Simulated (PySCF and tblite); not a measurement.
Results of a calculation; reference values are marked as such.
System: C₆H₈O₂, numbered as in [CH2:1]=[CH:2]/[C:3]([OH:4])=[CH:5]/[C:6]([CH3:7])=[O:8].

For the rotation about the C5–C6 bond (torsion C3–C5–C6–C7 from -180° to -1°, rising): electronic barrier 19.93 kcal/mol, zero-point change -0.54 kcal/mol, thermal and entropy terms at 400 K a further 0.16 kcal/mol (symmetry numbers apart). The minimum is Cs, the saddle C1. The path came from a restrained scan, a climbing-image band and a saddle search at GFN2-xTB; energies are PBE0/pcSseg-1 + D3(BJ), IEF-PCM benzene//GFN2-xTB, thermal terms GFN2-xTB. Rates follow Eyring's equation with the number of equivalent paths and no tunnelling. (PySCF 2.14 with density fitting, tblite 0.8.)

Q: How many equivalent paths lead out of the minimum?

A: 2: the symmetry number of the minimum is 1, that of the saddle displaced along its mode 1, and the displaced saddle is chiral while the minimum is not, which doubles the count.

Q: Work out the rate at 400 K.

A: ΔG‡ = 19.55 kcal/mol; k_B T/h = 8.3×10¹² s⁻¹; exp(−ΔG‡/RT) = 2.1×10⁻¹¹; times 2 gives k = 346 s⁻¹. Wigner's tunnelling factor for the 95i cm⁻¹ mode would be 1.00.
